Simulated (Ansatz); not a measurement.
Start from `FC[CH2][GeH2][F]` and change one atom or group to get `FCCCS`.

Ansatz, PBE0-D4/def2-TZVP geometries, multiplicity 1. Each molecule was computed in one conformer, which needn't be the lowest.

Scalar relativity is left out up to krypton.

| property | `FC[CH2][GeH2][F]` |
| --- | --- |
| LUMO energy (PBE/def2-TZVPP) / eV | -0.85 |
| HOMO–LUMO gap (B3LYP/def2-TZVPP) / eV | 8.68 |
| HOMO energy (PBE/def2-TZVPP) / eV | -7.65 |
| LUMO energy (ωB97M-V/def2-TZVPP) / eV | 1.87 |
| HOMO energy (PBE0/def2-TZVPP) / eV | -9.14 |
| size of the dipole moment (ωB97M-V/def2-TZVPP) / D | 2.18 |

**Question.** Give the same properties after the change, and the shifts. (Estimate.)

**Answer.** The calculation gave: 
```json
{"property": "LUMO energy (PBE/def2-TZVPP) / eV", "`FCCCS`": "-0.50", "shift": "0.35"}
{"property": "HOMO–LUMO gap (B3LYP/def2-TZVPP) / eV", "`FCCCS`": "6.83", "shift": "-1.85"}
{"property": "HOMO energy (PBE/def2-TZVPP) / eV", "`FCCCS`": "-5.69", "shift": "1.96"}
{"property": "LUMO energy (ωB97M-V/def2-TZVPP) / eV", "`FCCCS`": "2.14", "shift": "0.27"}
{"property": "HOMO energy (PBE0/def2-TZVPP) / eV", "`FCCCS`": "-6.95", "shift": "2.19"}
{"property": "size of the dipole moment (ωB97M-V/def2-TZVPP) / D", "`FCCCS`": "2.45", "shift": "0.27"}
```

With PBE0 the HOMO rises by 2.19 eV and the LUMO rises by 0.39 eV, so the gap narrows by about 1.80 eV. PBE moves the HOMO by 1.96 eV and ωB97M-V by 2.19 eV. Dipoles are sizes alone; their direction can turn.

B3LYP here is the variant with VWN-RPA as its local correlation; programs differ in this.
